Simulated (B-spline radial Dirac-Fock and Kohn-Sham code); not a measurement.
ΔSCF core binding energies without Breit or QED terms, calculated with a radial finite-basis atomic code.

A sound run for atomic platinum, [Xe] 4f14 5d9 6s1: The ground state converged in 12 iterations, with total energy -18434.87710 Ha, virial ratio 1.87485 and highest orbital energy -7.73 eV. ΔSCF binding energies: K (1s) 78814.8 eV, L3 (2p3/2) 11604.5 eV. Holes are computed only in closed shells, and unreliable hole states are left out.

A second run, with one unsound setting: The ground state had not converged after 54 iterations, with total energy -27513.27690 Ha, virial ratio 1.19620 and highest orbital energy 214.56 eV. ΔSCF binding energies: K (1s) 37950.8 eV, L3 (2p3/2) 101507.3 eV (not all states converged, so these are not final). Holes are computed only in closed shells, and unreliable hole states are left out.

```
iter   energy (Ha)        error
   1   -14561.28663648  6.49e+01
   2   -21536.96238002  1.41e+02
   3   -26672.45142856  9.03e+01
   4   -24744.51192517  1.04e+02
   5   -24780.44747387  1.43e+02
   6   -27403.41683482  6.66e+01
   7   -24374.26834969  9.93e+01
   8   -23845.63348265  9.79e+01
   9   -23867.79448286  9.77e+01
  17   -26872.59524629  9.63e+01
  25   -24942.48996189  1.04e+02
  33   -19655.49658830  9.27e+01
  41   -27304.71321876  8.86e+01
  49   -20255.93689181  1.27e+02
  54   -27513.27689912  6.21e+01
```

**Question.** Which fault fits the second run best?
A. speed of light below Z
B. unbound anion
C. box too small
D. damping too heavy

**Answer.** A. The input had c_factor = 0.1815: c_factor makes c so small that Zα exceeds 1, so any numbers that come out have no meaning.
